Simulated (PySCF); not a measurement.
CH₅ClO₂Si. Atoms are numbered in the order given.

```xyz
10

Si     0.5644    -0.2375    -0.3218
O      1.7718    -0.9328     0.5495
Cl     0.1088     1.6688     0.3879
O     -0.7952    -1.1542    -0.1712
C     -2.1224    -0.8127    -0.5119
H      1.0545    -0.1090    -1.7057
H      1.5811    -1.1709     1.4653
H     -2.2678    -0.8066    -1.6071
H     -2.7988    -1.5652    -0.0791
H     -2.3989     0.1801    -0.1171
```

Coordinates come from a B3LYP-D3(BJ)/def2-SVP optimisation. This is a generated structure with no PubChem entry under its InChIKey; it may be hypothetical. One conformer was computed; it need not be the lowest.

Computed with B3LYP-D3(BJ)/def2-SVP (PySCF).

Frequencies are harmonic and unscaled.

```json
[
 {"mode": "1", "ν (cm⁻¹)": "74", "IR (km/mol)": "2.6", "moving atoms (share of kinetic energy)": "O 41 %, H 25 %, C 23 %"},
 {"mode": "2", "ν (cm⁻¹)": "96", "IR (km/mol)": "0.4", "moving atoms (share of kinetic energy)": "H 96 %"},
 {"mode": "3", "ν (cm⁻¹)": "151", "IR (km/mol)": "16.1", "moving atoms (share of kinetic energy)": "C 31 %, H 28 %, Cl 23 %, O 12 %"},
 {"mode": "4", "ν (cm⁻¹)": "184", "IR (km/mol)": "32.5", "moving atoms (share of kinetic energy)": "H 57 %, O 23 %, Cl 12 %"},
 {"mode": "5", "ν (cm⁻¹)": "287", "IR (km/mol)": "47.4", "moving atoms (share of kinetic energy)": "O 53 %, H 27 %, Si 9 %, Cl 9 %"},
 {"mode": "6", "ν (cm⁻¹)": "325", "IR (km/mol)": "28.2", "moving atoms (share of kinetic energy)": "O 44 %, Si 24 %, Cl 21 %, H 10 %"},
 {"mode": "7", "ν (cm⁻¹)": "349", "IR (km/mol)": "58.4", "moving atoms (share of kinetic energy)": "O 49 %, H 22 %, C 14 %, Si 13 %"},
 {"mode": "8", "ν (cm⁻¹)": "528", "IR (km/mol)": "101.4", "moving atoms (share of kinetic energy)": "Si 49 %, Cl 39 %"},
 {"mode": "9", "ν (cm⁻¹)": "747", "IR (km/mol)": "95.9", "moving atoms (share of kinetic energy)": "O 35 %, H 31 %, Si 19 %, C 15 %"},
 {"mode": "10", "ν (cm⁻¹)": "791", "IR (km/mol)": "41.2", "moving atoms (share of kinetic energy)": "H 76 %, O 18 %"},
 {"mode": "11", "ν (cm⁻¹)": "844", "IR (km/mol)": "222.5", "moving atoms (share of kinetic energy)": "H 76 %, Si 18 %"},
 {"mode": "12", "ν (cm⁻¹)": "886", "IR (km/mol)": "208.9", "moving atoms (share of kinetic energy)": "H 84 %"},
 {"mode": "13", "ν (cm⁻¹)": "955", "IR (km/mol)": "123.7", "moving atoms (share of kinetic energy)": "Si 44 %, O 43 %, H 11 %"},
 {"mode": "14", "ν (cm⁻¹)": "1161", "IR (km/mol)": "197.5", "moving atoms (share of kinetic energy)": "O 36 %, H 31 %, C 30 %"},
 {"mode": "15", "ν (cm⁻¹)": "1179", "IR (km/mol)": "1.3", "moving atoms (share of kinetic energy)": "H 77 %, C 18 %"},
 {"mode": "16", "ν (cm⁻¹)": "1215", "IR (km/mol)": "139.8", "moving atoms (share of kinetic energy)": "H 47 %, O 29 %, C 23 %"},
 {"mode": "17", "ν (cm⁻¹)": "1475", "IR (km/mol)": "2.4", "moving atoms (share of kinetic energy)": "H 93 %"},
 {"mode": "18", "ν (cm⁻¹)": "1478", "IR (km/mol)": "7.8", "moving atoms (share of kinetic energy)": "H 96 %"},
 {"mode": "19", "ν (cm⁻¹)": "1480", "IR (km/mol)": "2.1", "moving atoms (share of kinetic energy)": "H 92 %"},
 {"mode": "20", "ν (cm⁻¹)": "2312", "IR (km/mol)": "106.2", "moving atoms (share of kinetic energy)": "H 97 %"},
 {"mode": "21", "ν (cm⁻¹)": "3005", "IR (km/mol)": "60.3", "moving atoms (share of kinetic energy)": "H 97 %"},
 {"mode": "22", "ν (cm⁻¹)": "3080", "IR (km/mol)": "30.6", "moving atoms (share of kinetic energy)": "H 90 %, C 10 %"},
 {"mode": "23", "ν (cm⁻¹)": "3116", "IR (km/mol)": "25.8", "moving atoms (share of kinetic energy)": "H 90 %, C 10 %"},
 {"mode": "24", "ν (cm⁻¹)": "3869", "IR (km/mol)": "108.4", "moving atoms (share of kinetic energy)": "H 94 %"}
]
```
